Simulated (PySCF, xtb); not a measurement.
Re(O)3(Me) anion (CH₃O₃Re), SMILES [O]=[Re]([CH3])(=[O])=[O] (connectivity only; charge and spin as stated), charge -1, multiplicity 2.

Harmonic wavenumbers (cm⁻¹) from GFN2-xTB run with xtb 6.7.1 at its own minimum, in rising order: 61, 123, 164, 225, 238, 242, 392, 674, 749, 752, 781, 784, 1267, 1490, 1494, 2978, 2981, 2985.

### Question
What does B3LYP-D3(BJ)/def2-SVPD (PySCF 2.14.0) give at its own minimum? (An estimate is asked for; the answer gives what the named calculation found.)

### Answer
66, 119, 161, 227, 229, 285, 536, 677, 759, 844, 876, 938, 1184, 1411, 1416, 3002, 3090, 3100. Paired by order, the mean absolute difference is 58 cm⁻¹ and the zero-point energies are 26.3 and 27.0 kcal/mol.
